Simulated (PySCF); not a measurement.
C$_{3}$H$_{10}$N, charge +1, singlet, geometry from GFN2-xTB, atoms displaced at random by about 0.03 Å a coordinate; PySCF with PBE0/6-31G, gradient.

The PySCF input:
```python
from pyscf import gto, scf, dft

mol = gto.Mole()
mol.atom = '''
    C     1.183430   -0.429527    1.020564
    C     0.455647    0.729211    0.401061
    N    -0.230192    0.271199   -0.850179
    C    -1.433372   -0.550144   -0.565950
    H     1.931560   -0.918867    0.382495
    H     1.802811   -0.069916    1.927505
    H     0.502699   -1.161670    1.437085
    H     1.300068    1.502024    0.142176
    H    -0.211386    1.158682    1.040050
    H     0.382519   -0.281717   -1.429577
    H    -0.472459    1.149093   -1.349508
    H    -2.163146    0.005046    0.045372
    H    -1.926749   -0.761602   -1.482277
    H    -1.149919   -1.430432   -0.091170
'''
mol.basis = '6-31g'
mol.charge = 1
mol.spin = 0
mol.verbose = 4
mol.build()

mf = dft.RKS(mol)
mf.xc = 'pbe0'
mf.grids.level = 0
mf.kernel()
g = mf.nuc_grad_method()
g.grid_response = False
grad = g.kernel()
```

The log (banner, timings and long lists left out):

```
PySCF version 2.14.0

[INPUT] verbose = 4
[INPUT] num. atoms = 14
[INPUT] num. electrons = 34
[INPUT] charge = 1
[INPUT] spin (= nelec alpha-beta = 2S) = 0
[INPUT] symmetry False subgroup None
[INPUT] Mole.unit = angstrom
[INPUT] Symbol           X                Y                Z      unit          X                Y                Z       unit  Magmom
[...]
nuclear repulsion = 144.126100321906
number of shells = 40
number of NR pGTOs = 128
number of NR cGTOs = 56
basis = 6-31g
ecp = {}

******** <class 'pyscf.dft.rks.RKS'> ********
method = RKS
initial guess = minao
damping factor = 0
level_shift factor = 0
DIIS = <class 'pyscf.scf.diis.CDIIS'>
diis_start_cycle = 1
diis_space = 8
diis_damp = 0
SCF conv_tol = 1e-09
SCF conv_tol_grad = None
SCF max_cycles = 50
direct_scf = True
direct_scf_tol = 1e-13
XC library pyscf.dft.libxc version 7.1.2
    S. Lehtola, C. Steigemann, M. J. T. Oliveira, and M. A. L. Marques,  SoftwareX 7, 1–5 (2018)
XC functionals = pbe0
    C. Adamo and V. Barone,  J. Chem. Phys. 110, 6158 (1999)
    M. Ernzerhof and G. E. Scuseria,  J. Chem. Phys. 110, 5029 (1999)
radial grids:
    Treutler-Ahlrichs [JCP 102, 346 (1995); DOI:10.1063/1.469408] (M4) radial grids

becke partition: Becke, JCP 88, 2547 (1988); DOI:10.1063/1.454033
pruning grids: <function nwchem_prune>
grids dens level: 0
symmetrized grids: False
atomic radii adjust function: <function treutler_atomic_radii_adjust>
small_rho_cutoff = 0
Set gradient conv threshold to 3.16228e-05
Initial guess from minao.
tot grids = 10520
init E= -175.107295777995
[...]
cycle= 1 E= -174.577816997681  delta_E= 0.529  |g|= 0.329  |ddm|= 2.92
[...]
cycle= 2 E= -174.576265985711  delta_E= 0.00155  |g|= 0.375  |ddm|= 0.828
[...]
cycle= 3 E= -174.608615200271  delta_E= -0.0323  |g|= 0.0343  |ddm|= 0.312
[...]
cycle= 4 E= -174.608815026567  delta_E= -0.0002  |g|= 0.0161  |ddm|= 0.0403
[...]
cycle= 5 E= -174.608876157854  delta_E= -6.11e-05  |g|= 0.00203  |ddm|= 0.0137
[...]
cycle= 6 E= -174.60887739445  delta_E= -1.24e-06  |g|= 0.000315  |ddm|= 0.00347
[...]
cycle= 7 E= -174.608877419659  delta_E= -2.52e-08  |g|= 0.000128  |ddm|= 0.000474
[...]
cycle= 8 E= -174.608877423909  delta_E= -4.25e-09  |g|= 1.48e-05  |ddm|= 0.000125
[...]
cycle= 9 E= -174.608877423978  delta_E= -6.94e-11  |g|= 1.5e-06  |ddm|= 2.31e-05
[...]
Extra cycle  E= -174.608877423979  delta_E= -3.41e-13  |g|= 1.28e-06  |ddm|= 3.53e-06
converged SCF energy = -174.608877423979

******** <class 'pyscf.grad.rks.Gradients'> for <class 'pyscf.dft.rks.RKS'> ********
unit = Eh/Bohr
grid_response = False
--------------- RKS gradients ---------------
         x                y                z
0 C    -0.0261301382    -0.0012994339    -0.0432161801
1 C    -0.1004252614     0.0035386217     0.0337088774
2 N     0.0139630427    -0.0350927240    -0.0010546380
3 C     0.0273912620    -0.0331360821     0.0017434082
4 H     0.0052358695    -0.0022093663     0.0040272763
5 H     0.0197630297     0.0070451506     0.0262644885
6 H     0.0029953617     0.0090503348    -0.0014295150
7 H     0.0378454579     0.0215964806    -0.0011304547
8 H     0.0438490843    -0.0260352890    -0.0334878481
9 H    -0.0134853793     0.0018975696     0.0074659666
10 H     0.0021971364     0.0151749963     0.0034915552
11 H    -0.0097471581     0.0013028768     0.0001392020
12 H     0.0082561092     0.0080053342     0.0202379734
13 H    -0.0104281052     0.0326566293    -0.0182952012
----------------------------------------------
```
